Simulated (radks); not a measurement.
Values are calculated unless marked as measured or tabulated.
Numerical settings for the osmium ion Os43+, [Ar] 3d10 4s2 4p3. Level of theory: Dirac Kohn-Sham, PBE, spin-unpolarised, spherical densities, finite nucleus; open shells fill j = l - 1/2 first; Fermi nuclear charge, rms radius 5.4126 fm (a radial shooting solver on a logarithmic mesh with Libxc functionals). The defaults (mesh step 0.008 in ln r, mesh end at 40 bohr or more with all orbitals vanishing there, Anderson mixing 0.5 over 9 steps, residual threshold near 1e-9 with the energy settled to 1e-9 hartree or 1e-11 of itself, here a cap of 59 iterations) give E = -16054.2438 hartree and 4p3/2 at -2142.5 eV in 14 iterations. Run on one thread of a shared host, so times are rough (Intel(R) Xeon(R) Platinum 8559C): 0.08 s of CPU time, 0.08 s wall, 14 iterations on 2189 mesh points. Changes against that run (0 stands for a change within the tolerance of the run):

[
 {"setting": "mesh step in ln r 0.03", "iterations": "14", "converged": "yes", "E (mhartree)": "+0.013", "e(4p3/2) (meV)": "+0.0297", "CPU (s)": "0.03"},
 {"setting": "mesh step in ln r 0.003", "iterations": "14", "converged": "yes", "E (mhartree)": "0", "e(4p3/2) (meV)": "0", "CPU (s)": "0.19"},
 {"setting": "mesh step in ln r 0.012", "iterations": "14", "converged": "yes", "E (mhartree)": "0", "e(4p3/2) (meV)": "0", "CPU (s)": "0.05"},
 {"setting": "mesh end (bohr) 3", "iterations": "14", "converged": "yes", "E (mhartree)": "0", "e(4p3/2) (meV)": "0", "CPU (s)": "0.07"},
 {"setting": "mesh end (bohr) 20", "iterations": "14", "converged": "yes", "E (mhartree)": "0", "e(4p3/2) (meV)": "0", "CPU (s)": "0.08"},
 {"setting": "residual threshold 1e-16", "iterations": "59", "converged": "no", "E (mhartree)": "0", "e(4p3/2) (meV)": "0", "CPU (s)": "0.18"},
 {"setting": "residual threshold 0.001", "iterations": "7", "converged": "yes", "E (mhartree)": "0", "e(4p3/2) (meV)": "-7.03", "CPU (s)": "0.05"},
 {"setting": "mixing 1", "iterations": "13", "converged": "yes", "E (mhartree)": "0", "e(4p3/2) (meV)": "0", "CPU (s)": "0.07"},
 {"setting": "linear mixing, mixing 0.8", "iterations": "15", "converged": "yes", "E (mhartree)": "0", "e(4p3/2) (meV)": "0", "CPU (s)": "0.08"},
 {"setting": "linear mixing, mixing 0.2", "iterations": "59", "converged": "no", "E (mhartree)": "0", "e(4p3/2) (meV)": "-0.798", "CPU (s)": "0.28"},
 {"setting": "mixing history 2", "iterations": "21", "converged": "yes", "E (mhartree)": "0", "e(4p3/2) (meV)": "0", "CPU (s)": "0.1"},
 {"setting": "iteration cap 3", "iterations": "3", "converged": "no", "E (mhartree)": "+78.6", "e(4p3/2) (meV)": "-1.61e+04", "CPU (s)": "0.03"}
]

No run marked as converged misses the energy by more than 1 mhartree. A mesh that ends early acts as a hard wall.
